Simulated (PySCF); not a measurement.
GaF2I, SMILES [F][Ga]([F])[I]. Atoms are numbered in the order given.

```xyz
4

Ga     0.0000     0.0000    -1.1120
F      0.0000     1.4702    -2.0488
F      0.0000    -1.4702    -2.0488
I      0.0000     0.0000     1.3462
```
Charge 0, spin multiplicity 1.

Coordinates come from a B3LYP-D3(BJ)/def2-SVP optimisation. The def2 effective core potentials stand for the cores of I; spin–orbit coupling is left out.

Level of theory: PySCF with CAM-B3LYP/def2-TZVPD.

Symmetry labels are those of the subgroup C2v that the program uses (full group C2v).

List the valence orbital energies around the gap with their symmetry. (Estimate from the structure and the level; the computed values follow.)


```
orbital  symmetry  energy (eV)
-------  --------  -----------
HOMO−7         B2       -14.18
HOMO−6         A1       -13.68
HOMO−5         B1       -13.63
HOMO−4         A2       -13.15
HOMO−3         B2       -12.98
HOMO−2         A1       -11.65
HOMO−1         B1       -10.02
HOMO           B2        -9.88
LUMO           A1        -1.66
LUMO+1         B1        -0.55
LUMO+2         A1         0.58
LUMO+3         B2         0.94
```
